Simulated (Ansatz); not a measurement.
Start from `O[CH2][SnH3]` and change one atom or group to get `O[CH2][SnH2][SH]`.

Ansatz, PBE0-D4/def2-TZVP geometries, multiplicity 1. Each molecule was computed in one conformer, which needn't be the lowest.

Elements past krypton have def2 core potentials.

```json
{"property": "LUMO energy (ωB97M-V/def2-TZVPP) / eV", "`O[CH2][SnH3]`": "1.44"}
{"property": "size of the dipole moment (ωB97M-V/def2-TZVPP) / D", "`O[CH2][SnH3]`": "1.20"}
{"property": "LUMO energy (B3LYP/def2-TZVPP) / eV", "`O[CH2][SnH3]`": "-0.14"}
{"property": "LUMO energy (PBE/def2-TZVPP) / eV", "`O[CH2][SnH3]`": "-0.61"}
{"property": "HOMO–LUMO gap (ωB97M-V/def2-TZVPP) / eV", "`O[CH2][SnH3]`": "10.79"}
{"property": "HOMO energy (B3LYP/def2-TZVPP) / eV", "`O[CH2][SnH3]`": "-6.93"}
```

What does the change do to each property? (Estimate.)

The calculation gave: 
```
                                          property  `O[CH2][SnH2][SH]`  shift
             LUMO energy (ωB97M-V/def2-TZVPP) / eV                0.90  -0.54
size of the dipole moment (ωB97M-V/def2-TZVPP) / D                1.71   0.51
               LUMO energy (B3LYP/def2-TZVPP) / eV               -0.85  -0.71
                 LUMO energy (PBE/def2-TZVPP) / eV               -1.38  -0.77
           HOMO–LUMO gap (ωB97M-V/def2-TZVPP) / eV               10.27  -0.52
               HOMO energy (B3LYP/def2-TZVPP) / eV               -6.98  -0.05
```

With PBE0 the HOMO falls by 0.07 eV and the LUMO falls by 0.73 eV, so the gap narrows by about 0.66 eV. PBE moves the HOMO by -0.11 eV and ωB97M-V by -0.02 eV. Dipoles are sizes alone; their direction can turn.

B3LYP here is the variant with VWN-RPA as its local correlation; programs differ in this.
